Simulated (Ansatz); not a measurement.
H4Se2Si (`[SeH][SiH2][SeH]`), relaxed with RKS PBE-D4/def2-SVP in the Gaussian-basis code of Ansatz from a rough embedded geometry. The force threshold is 0.03 eV/Å; the program also tests the step.

Charge 0, multiplicity 1.

Start:

```xyz
7

Se    0.216   -1.840   -0.581
Si    0.181    0.413   -0.527
Se   -0.542    1.038    1.525
H     1.227   -1.813    0.578
H     1.534    0.969   -0.741
H    -0.730    0.924   -1.572
H    -1.885    0.309    1.317
```

Task: By how much does the energy fall, and how many steps does the optimiser take? (Estimate.)

Result: Ansatz gave: 15.38 kJ/mol, in 4 steps.

Task: Which bonds change most? (Estimate.)

Result: Computed: Se3–H7 from 1.542 to 1.485 Å; Se1–H4 from 1.538 to 1.486 Å; Se1–Si2 from 2.254 to 2.301 Å; Si2–Se3 from 2.263 to 2.301 Å.

Task: Give the relaxed structure. (An estimate is asked.)

Result: The calculation gave: 
```xyz
7

Se    0.306   -1.878   -0.678
Si    0.171    0.412   -0.503
Se   -0.596    1.180    1.527
H     1.181   -1.979    0.518
H     1.508    1.084   -0.644
H    -0.726    0.798   -1.646
H    -1.844    0.382    1.427
```
